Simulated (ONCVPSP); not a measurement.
## silicon: excitation energies, all-electron against ONCV

- Element: Si
- Generator: ONCVPSP 4.0.1
- Type: optimised norm-conserving Vanderbilt (ONCV)
- Functional: PW91
- Relativity: scalar-relativistic
- Frozen core: [Ne]
- Valence charge: 4
- Reference configuration: 3s2 3p2
- Partial waves: 3s: rc 1.90 bohr, ncon 3, nbas 7, qcut 4.1 1/bohr, 2 projectors, debl 3.2 Ha; 3p: rc 2.05 bohr, ncon 4, nbas 8, qcut 3.6 1/bohr, 2 projectors, debl 2 Ha; d scattering state at 0.4 Ha: rc 1.75 bohr, ncon 3, nbas 7, qcut 6.1 1/bohr, 1 projector
- Local potential: polynomial inside 1.75 bohr (lpopt 5, dvloc0 0 Ha)
- Core correction: none

Energies are relative to the spin-unpolarised reference configuration 3s2 3p2; without spin polarisation the order of configurations can differ from experiment.

| valence configuration | charge | ΔE all-electron (eV) | error AE − PS (meV) |
| --- | --- | --- | --- |
| 3s2 3p1 | +1 | 7.782 | -0.4 |
| 3s1 3p3 | 0 | 6.824 | +1.4 |

**Question.** What are ΔE and the potential's error for 3s2 3p0?

**Answer.** ΔE = 23.836 eV all-electron; the error (AE − PS) is +3.8 meV.

**Question.** What are ΔE and the potential's error for 3s1 3p0?

**Answer.** ΔE = 57.878 eV all-electron; the error (AE − PS) is +71 meV.

Levels in the configuration 3s1 3p0:

| level | all-electron (eV) | pseudo (eV) |
| --- | --- | --- |
| 3s | -39.538 | -39.380 |
